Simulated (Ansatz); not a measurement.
C$_{2}$H$_{4}$NSi (`C[SiH]C#N`) radical, one more setting.

```yaml
crystal:
  periodic: [false, false, false]
  atoms:
    - {symbol: C, position_ang: [-0.643027, 0.918637, -0.357917]}
    - {symbol: Si, position_ang: [0.065082, -0.284541, 0.876527]}
    - {symbol: C, position_ang: [1.492298, -1.183551, 0.146478]}
    - {symbol: N, position_ang: [2.438949, -1.698541, -0.269068]}
    - {symbol: H, position_ang: [0.121526, 1.623692, -0.687981]}
    - {symbol: H, position_ang: [-1.464686, 1.480738, 0.089821]}
    - {symbol: H, position_ang: [-1.022669, 0.384143, -1.233230]}
    - {symbol: H, position_ang: [-0.895272, -1.297578, 1.379470]}
basis:
  gaussian: {orbitals: aug-cc-pVDZ}
magnetization: {spin_polarized: true, initial_magnetization: 1}
hamiltonian: {xc: {name: PBE0}}
correlation: {method: rpa}
accuracy: high
scf: {lower_state_search: full}
```

```sh
$ ansatz run in.yaml --threads 2 --pin off --events-out ev --progress --plain --max-ram 20480MiB --backend cpu
```

It prints (some lines left out):

```
Functional definition: PBE0
2576 factors; integrals over basis functions are off by at most 3.5e-9 eV
mean field evaluation 1: about -11487.7874 eV, gradient 4.5e1 eV
mean field evaluation 2: about -11487.9581 eV, gradient 4.4e1 eV
mean field evaluation 4: about -11495.6046 eV, gradient 2.2e1 eV
mean field evaluation 8: about -11497.9552 eV, gradient 6.0e-1 eV
mean field evaluation 16: about -11497.9689 eV, gradient 3.4e-3 eV
mean field evaluation 32: about -11497.9689 eV, gradient 4.2e-8 eV
mean field -11497.96890682 eV, -422.5425637225 hartree, gradient 4.2e-8 eV, S^2 0.754469; 3 other end points of the search recorded, 0 dependent functions left out
8 core orbitals not correlated: weight in the atoms' cores, before any rotation towards them, 1.000 or more for the frozen orbitals, at most 0.000 for the correlated occupied ones
reference -11467.25623831 eV, -421.4138939725 hartree; 11, 10 occupied and 113, 114 virtual orbitals, 2576 factors
Total energy: -11488.20290978 eV, -422.1836699507 hartree
```

Run time 32 s (2 threads of an AMD EPYC 7R13 on a shared host); peak host memory 0.74 GiB.
